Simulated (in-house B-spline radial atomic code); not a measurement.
Relativistic effects in Cu5+, [Ar] 3d6: non-relativistic Hartree-Fock (point nucleus) against Dirac-Hartree-Fock (Fermi nucleus of rms radius 3.8823 fm), both averages of the configuration, computed with an all-electron radial atomic-structure program (B-spline basis).

```
orbital  ε NR (Eh)  ε Dirac (Eh)  <r> NR (bohr)  <r> Dirac (bohr)  change of <r> (%)
  1s1/2    -332.51             ?        0.05288                 ?                  ?
  2s1/2     -44.62       -45.458         0.2375            0.2338               -1.5
  2p1/2     -39.41             ?         0.2074                 ?                  ?
  2p3/2     -39.41       -39.334         0.2074            0.2071               -0.2
  3s1/2    -8.5377       -8.6826          0.699            0.6904               -1.2
  3p1/2    -6.7851       -6.8918         0.7179            0.7089               -1.3
  3p3/2    -6.7851       -6.7827         0.7179             0.717               -0.1
  3d3/2    -4.0353       -4.0226         0.7573            0.7577               +0.1
  3d5/2    -4.0353       -4.0083         0.7573            0.7607               +0.5
```

Task: What happens to 1s1/2?

Result: Its energy goes to -336.35 hartree and <r> to 0.05211 bohr (-1.47 %).

Task: What happens to 2p1/2?

Result: Its energy goes to -40.096 hartree and <r> to 0.2038 bohr (-1.73 %).

Task: What explains the pattern of contraction and expansion?

Result: Expansion is seen in 3d3/2, 3d5/2. The s and p1/2 orbitals contract directly, screen the nucleus better, and so push out orbitals that have little density near the nucleus; spin-orbit coupling adds to this for j = l + 1/2 and opposes it for j = l - 1/2.

Task: By how much does the total energy change?

Result: By -14.538 hartree, from -1631.659 to -1646.197.
